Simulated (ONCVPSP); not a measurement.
# Logarithmic derivatives: W (Z = 74), ONCV

| Item | Value |
| --- | --- |
| Element | tungsten (W) |
| Generator | ONCVPSP 4.0.1 |
| Type | optimised norm-conserving Vanderbilt (ONCV) |
| Functional | LDA (Perdew-Wang 92) |
| Relativity | scalar-relativistic |
| Frozen core | [Kr] 4d10 |
| Valence charge | 28 |
| Reference configuration | 4f14 5s2 5p6 5d4 6s2 |
| Partial waves | 5s+6s: rc 1.55 bohr, ncon 3, nbas 8, qcut 8.8 1/bohr, 2 projectors; 5p: rc 2.05 bohr, ncon 3, nbas 8, qcut 6.5 1/bohr, 1 projector; 5d: rc 2.20 bohr, ncon 3, nbas 8, qcut 7.1 1/bohr, 2 projectors, debl 2.9 Ha; 4f: rc 0.60 bohr, ncon 4, nbas 9, qcut 28.2 1/bohr, 2 projectors, debl 0.8 Ha |
| Local potential | polynomial inside 0.40 bohr (lpopt 5, dvloc0 0 Ha) |
| Core correction | Teter function, fcfact 3.5, rcfact 1.2 |

In the f channel the program set the typed energies aside and used -1.230, 0.250 Ha.

The phase is arctan(r·R′/R) of the radial function R(r), unwrapped; energies in Ha, scanned from -4 to 5 Ha. A pole is an energy at which the radial function vanishes at the test radius. The pseudo phase is shifted by a multiple of π to meet the all-electron one at the reference energy, and phase errors are pseudo minus all-electron; the curves can meet again beyond the range given. Levels narrower than the energy grid can be missing from the lists of poles.

| channel | radius (bohr) | reference energy (Ha) | poles, all-electron | poles, pseudo | unbroken range about the reference energy with phases within 0.05 rad | phase error 1 Ha above the reference energy (rad) |
| --- | --- | --- | --- | --- | --- | --- |
| s | 1.57 | -0.22 | -2.13 | -2.13 | the whole range | +0.000 |
| p | 2.09 | -1.59 | -1.34, 4.36 | -1.35, 1.43 | below -0.3 | -0.021 |
| d | 2.23 | -0.17 | 0.46 | 0.46 | the whole range | -0.000 |
| f | 0.61 | -1.23 | none | none | the whole range | -0.000 |

Note: ghosts flagged at negative energy: s at -2454.3 eV, s at -209.8 eV, p at -1185.4 eV, d at -259.9 eV; no localised positive-energy state flagged. A true bound ghost makes a file unfit for plane-wave use.

Phases in the p channel:

| E (Ha) | all-electron | pseudo |
| --- | --- | --- |
| -3.98 | 1.328 | 1.328 |
| -3.50 | 1.296 | 1.295 |
| -3.02 | 1.243 | 1.242 |
| -2.54 | 1.134 | 1.131 |
| -2.06 | 0.656 | 0.645 |
| -1.58 | -1.351 | -1.351 |
| -1.10 | -1.682 | -1.687 |
| -0.62 | -1.822 | -1.841 |
| -0.14 | -1.972 | -2.047 |
| 0.34 | -2.244 | -2.691 |
| 0.82 | -2.941 | -4.172 |
| 1.30 | -3.896 | -4.640 |
| 1.78 | -4.302 | -4.924 |
| 2.26 | -4.471 | -5.693 |
| 2.74 | -4.563 | -7.223 |
| 3.22 | -4.622 | -7.562 |
| 3.70 | -4.665 | -7.681 |
| 4.18 | -4.700 | -7.746 |
| 4.66 | -4.732 | -7.789 |
